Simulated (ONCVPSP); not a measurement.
## Building the ONCV potential for holmium (Ho) (PBE, fully relativistic).

ONCVPSP 4.0.1 input, shortened (lines: element, Z, core and valence counts, functional; n l f; lmax; l rc ep ncon nbas qcut; lloc lpopt rc5 dvloc0; l nproj debl; icmod fcfact rcfact), PBE, fully relativistic:

```
  Ho 67.00   10    4        4      upf
    1    0    2.00
    2    0    2.00
    2    1    6.00
    3    0    2.00
    3    1    6.00
    3    2   10.00
    4    0    2.00
    4    1    6.00
    4    2   10.00
    4    3   10.00
    5    0    2.00
    5    1    6.00
    5    2    1.00
    6    0    2.00
    2
    0    2.40    0.00    4    8    4.80
    1    1.70    0.00    4    8    5.00
    2    2.65    0.00    4    9    6.30
    4    5    1.20    0.00
    0    2    3.90
    1    2    3.60
    2    2    0.40
    1    0.75    0.00
```

Open shells are filled in proportion to 2j + 1.

Does the generator finish with these settings?

Yes, a potential is produced and its reference levels are reproduced.

Estimate the cutoffs (Ha) at which the residual kinetic energy of the hardest occupied pseudo-wave falls to 1 and 0.1 mHa per electron.

21 Ha and 66 Ha.

Does the potential have ghost states?

No bound ghost flagged; GHOST(+) flagged for s at 8.7 eV, p1/2 at 235.9 eV.

Which valence shell sets the plane-wave cutoff?

5p: 21 Ha for 1 mHa per electron, against 10 Ha for 5d.

Its largest configuration-test error is -25 meV (5s2 5p6 5d1 6s0). 1 of 4 tests not solved or not reliable.
